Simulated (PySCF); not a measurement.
A structure optimised at PBE-D3(BJ)/def2-SVP, used in a PySCF frequency run:

```xyz
7

Se     0.2517     0.0271     0.8151
Cl     0.8063     1.8751    -0.3565
S     -0.2283    -1.4596    -0.6834
C     -1.9562    -1.0706    -1.1540
H     -2.6306    -1.1370    -0.2801
H     -2.2460    -1.8249    -1.9132
H     -1.9980    -0.0603    -1.6030
```
Charge 0, spin multiplicity 1.

Q: Write its SMILES and formula.

A: CS[Se]Cl, CH3ClSSe

Q: What are its rotational constants (standard atomic weights)?

A: 4.2694, 1.6687, 1.3655 GHz
